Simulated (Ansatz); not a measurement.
```xyz
10

Si    1.430   -0.085   -0.531
As   -0.550   -0.944   -1.365
C    -1.259   -0.821    0.561
Ga   -0.939    1.025    0.052
H     0.957    1.046    0.466
H     2.213   -0.900    0.438
H     2.338    0.602   -1.483
H    -0.671   -1.320    1.326
H    -2.299   -1.137    0.580
H    -1.220    2.533   -0.043
```

Total charge 0; spin multiplicity 1.

Q: List the B3LYP/def2-TZVPP orbital energies in eV (Ansatz). (Estimate.)

A: Ansatz gave: Occupied: -11587.50, -10137.93, -1799.56, -1464.37, -1308.93, -1308.91, -1308.90, -1249.71, -1106.94, -1106.89, -1106.83, -277.03, -189.52, -149.74, -144.06, -136.69, -136.64, -136.58, -103.13, -103.01, -102.88, -99.42, -99.35, -99.34, -43.87, -43.86, -43.80, -43.76, -43.75, -23.04, -22.90, -22.85, -22.80, -22.73, -19.21, -16.07, -14.04, -12.38, -11.55, -10.08, -9.74, -9.39, -7.98, -6.99, -5.80. Lowest empty: -0.88, -0.64, -0.24, 0.06, 0.20, 0.95, 1.23, 1.74.

B3LYP here is the variant with VWN-RPA as its local correlation; programs differ in this.
